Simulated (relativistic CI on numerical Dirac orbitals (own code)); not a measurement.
## Radial parameters of Pt12+

These numbers are calculated, not measured: Dirac-Coulomb-Breit CI, separate exchange-only KLI orbitals for each configuration, model QED (radiative potential, 1s self-energy scaled to tabulated hydrogen-like ionisation energies), unscaled Slater integrals (own radial code, finite nucleus).

Slater integrals F^k, G^k are unscaled and averaged over j, outside the closed core [Kr] 4d10; ζ comes from projecting the Hamiltonian with its Breit term on Σ l·s of the shell.

- 4f¹⁴5s²5p⁴: F^2(5p,5p) = 107810, ζ(5p) = 99763 cm⁻¹; <r>(5p) = 0.993, <r^2>(5p) = 1.102 (bohr units).
- 4f¹⁴5s5p⁵: G^1(5s,5p) = 140150, ζ(5p) = 99292 cm⁻¹; <r>(5s) = 0.8999, <r^2>(5s) = 0.9025, <r>(5p) = 0.9925, <r^2>(5p) = 1.101 (bohr units).
- 4f¹³5s²5p⁵: ζ(4f) = 7700.6, F^2(4f,5p) = 79943, G^2(4f,5p) = 29494, G^4(4f,5p) = 25636, ζ(5p) = 102450 cm⁻¹; <r>(4f) = 0.4938, <r^2>(4f) = 0.2911, <r>(5p) = 0.9839, <r^2>(5p) = 1.082 (bohr units).

In this model ζ of a weakly bound d, f or g electron outside closed shells comes out too small, for d by up to a factor of two or three and at times with the wrong sign; that of an outer p electron is too small as well.

Averages of the first 10 configurations, taken without configuration mixing, which lowers the lowest level and can move excited configurations by several eV; other configurations of the list can lie among them:

```csv
Configuration,Parity,States,Average energy above the lowest level (eV)
4f¹⁴5s²5p⁴,even,15,14.1
4f¹⁴5s5p⁵,odd,12,68.7
4f¹³5s²5p⁵,even,84,48.1
4f¹⁴5s²5p³5d,odd,200,80.9
4f¹⁴5s5p⁴5d,even,300,133.6
4f¹⁴5s²5p³5f,even,280,146.0
4f¹³5s²5p⁴5d,odd,2100,115.5
4f¹⁴5s²5p³5g,odd,360,187.9
4f¹⁴5s²5p³6s,odd,40,121.1
4f¹⁴5s5p⁴5f,odd,420,199.2
```
